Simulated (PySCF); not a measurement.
A side-by-side comparison of computed properties.

First species: N-methylformamide, C₂H₅NO.
Cartesian coordinates in Å at the GFN2-xTB level; atoms count from 1:
```
atom  x, y, z in Å
C1    -1.100   -0.141   -0.003
N2     0.179    0.526   -0.059
C3     1.342   -0.143    0.033
O4     1.456   -1.335    0.167
H5    -1.689    0.221    0.841
H6    -0.905   -1.205    0.120
H7    -1.661    0.019   -0.926
H8     0.180    1.526   -0.169
H9     2.212    0.538   -0.030
```

Second species: C6H5FN2O.
Atom-mapped SMILES: `[CH:1]#[C:2][C@H:3]([CH2:4][F:5])[c:6]1[n:7][cH:8][n:9][o:10]1` (hydrogens: H11 on C1; H12 on C3; H13, H14 on C4; H15 on C8)

Levels: PBE0/pcSseg-1 for dipole moment, HOMO energy, LUMO energy and HOMO–LUMO gap; GFN2-xTB for rotational constant A and rotational constant C. Geometries: GFN2-xTB. All species are isolated and taken at one optimised geometry, non-relativistic unless stated. Electronic properties by PySCF.

Dipoles, sizes and rotational constants follow the conformer. The torsions of the flexible species, by atom-mapped SMILES:
- `[CH3:1][NH:2][CH:3]=[O:4]`: C1–N2–C3–O4 0°
- `[CH:1]#[C:2][C@H:3]([CH2:4][F:5])[c:6]1[n:7][cH:8][n:9][o:10]1`: C2–C3–C4–F5 169°, C2–C3–C6–N7 78°

```json
{"property": "dipole moment", "column X": "2.50 D", "column Y": "3.99 D"}
{"property": "HOMO energy", "column X": "-8.42 eV", "column Y": "-7.42 eV"}
{"property": "LUMO energy", "column X": "-1.04 eV", "column Y": "0.96 eV"}
{"property": "HOMO–LUMO gap", "column X": "7.38 eV", "column Y": "8.38 eV"}
{"property": "rotational constant A", "column X": "1.828 GHz", "column Y": "20.114 GHz"}
{"property": "rotational constant C", "column X": "0.828 GHz", "column Y": "4.919 GHz"}
```

Question: Which column belongs to which species?

Answer: Column X is the second species and column Y the first. The first has 9 atoms and 32 electrons, the second 15 and 72.

Question: How does each property change from the first species to the second?

Answer: dipole moment -1.49 D; HOMO energy -1.00 eV; LUMO energy -2.00 eV; HOMO–LUMO gap -1.00 eV; rotational constant A -18.286 GHz; rotational constant C -4.091 GHz.

On the first: A dipole of 3.99 D is allowed in Cs, and pure rotational transitions are dipole-allowed. In atomic units the dipole is 1.57 e·bohr (1 au = 2.5417 D).

On the second: A dipole of 2.50 D is allowed in C1, and pure rotational transitions are dipole-allowed. The dipole matches unit charges of opposite sign 0.52 Å apart (1 e·Å = 4.8032 D).
